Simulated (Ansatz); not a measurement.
CH$_{6}$OS$_{2}$Si, SMILES `OC([SiH3])(S)S`: the same geometry under several functionals.

```yaml
crystal:
  periodic: [false, false, false]
  atoms:
    - {symbol: O, position_ang: [-1.073805, 1.109726, 0.233684]}
    - {symbol: C, position_ang: [-0.110991, 0.184794, -0.234214]}
    - {symbol: Si, position_ang: [0.239680, -1.134310, 1.121280]}
    - {symbol: S, position_ang: [1.480609, 0.998790, -0.579280]}
    - {symbol: S, position_ang: [-0.819121, -0.693444, -1.638877]}
    - {symbol: H, position_ang: [-0.605074, 1.755852, 0.774775]}
    - {symbol: H, position_ang: [1.126183, -2.207025, 0.608390]}
    - {symbol: H, position_ang: [-1.063302, -1.686918, 1.557251]}
    - {symbol: H, position_ang: [0.898127, -0.416164, 2.243177]}
    - {symbol: H, position_ang: [1.103673, 1.623550, -1.709692]}
    - {symbol: H, position_ang: [-1.110577, 0.408048, -2.355996]}
basis:
  gaussian: {orbitals: def2-TZVPP}
hamiltonian: {xc: {name: BLYP}, dispersion: d4}
output: {orbitals: {seedname: orbitals}}
```

```sh
$ ansatz run in.yaml --threads 4 --pin off --events-out ev --progress --plain --max-ram 10444MiB
```

Output, abridged:

```
Functional definition: BLYP
1541 factors; their error is unknown
mean field evaluation 1: about -32722.4416 eV, gradient 6.4e1 eV
mean field evaluation 2: about -32648.4691 eV, gradient 1.8e2 eV
mean field evaluation 4: about -32729.9580 eV, gradient 1.7e1 eV
mean field evaluation 8: about -32730.5580 eV, gradient 1.0e-1 eV
mean field evaluation 16: about -32730.5279 eV, gradient 2.8e-4 eV
mean field -32730.52787826 eV, -1202.8247139776 hartree, gradient 3.9e-5 eV, S^2 0.000000; 0 other end points of the search recorded, 0 dependent functions left out
reference -32730.52825690 eV, -1202.8247278922 hartree; 33, 33 occupied and 239, 239 virtual orbitals, 1541 factors
Total energy: -32731.26750231 eV, -1202.8518946598 hartree
```

It took 2 s on 4 threads of an Intel Xeon 6975P-C on a shared host, with 0.44 GiB of host memory at the peak.

The same input with `hamiltonian: {xc: {name: wB97M-V}}` and forces (abridged; 9 s):

```
Functional definition: wB97M-V
mean field evaluation 16: about -32728.8401 eV, gradient 2.2e-4 eV
mean field -32728.84010229 eV, -1202.7626893547 hartree, gradient 4.0e-5 eV, S^2 0.000000
Total energy: -32728.84015368 eV, -1202.7626912431 hartree
Atom 0 force    -0.107644     0.217575     0.146512 eV/Å
Atom 1 force     0.229888    -0.257829     0.015194 eV/Å
Atom 2 force    -0.019735    -0.046620     0.098297 eV/Å
Atom 3 force    -0.015521     0.073982    -0.099038 eV/Å
Atom 4 force    -0.053003     0.055360    -0.128500 eV/Å
Atom 5 force    -0.060869    -0.031474    -0.035049 eV/Å
Atom 6 force    -0.102786     0.131946     0.044712 eV/Å
Atom 7 force     0.150661     0.062633    -0.055007 eV/Å
Atom 8 force    -0.070273    -0.075058    -0.127054 eV/Å
Atom 9 force     0.015680    -0.056759     0.077831 eV/Å
Atom 10 force     0.033602    -0.073756     0.062103 eV/Å
Dipole moment:     0.097622     0.218931     0.033022 e Å
```

With the line `hamiltonian: {xc: {name: r2SCAN0}, dispersion: d4}` (abridged; 4.1 s):

```
Functional definition: r2SCAN0
mean field evaluation 16: about -32727.1973 eV, gradient 4.7e-5 eV
mean field -32727.19731475 eV, -1202.7023180261 hartree, gradient 4.7e-5 eV, S^2 0.000000
Total energy: -32727.29209606 eV, -1202.7058011750 hartree
```

The same input with `hamiltonian: {xc: {name: B97M-V}}` (abridged; 6 s):

```
Functional definition: B97M-V
mean field evaluation 16: about -32723.6610 eV, gradient 1.0e-3 eV
mean field -32723.66099531 eV, -1202.5723606837 hartree, gradient 4.3e-5 eV, S^2 0.000000
Total energy: -32723.66105887 eV, -1202.5723630195 hartree
```

Changing it to `hamiltonian: {xc: {name: CAM-B3LYP}, dispersion: d4}` (abridged; 3.5 s):

```
Functional definition: CAM-B3LYP
mean field evaluation 16: about -32731.2388 eV, gradient 1.2e-4 eV
mean field -32731.23876646 eV, -1202.8508386371 hartree, gradient 4.8e-5 eV, S^2 0.000000
Total energy: -32731.53158503 eV, -1202.8615995210 hartree
```

With the line `hamiltonian: {xc: pbe0, dispersion: d4}` (abridged; 3.5 s):

```
Functional definition: PBE0
mean field evaluation 16: about -32717.4546 eV, gradient 3.2e-5 eV
mean field -32717.45459446 eV, -1202.3442796591 hartree, gradient 3.2e-5 eV, S^2 0.000000
Total energy: -32717.74030856 eV, -1202.3547794586 hartree
```
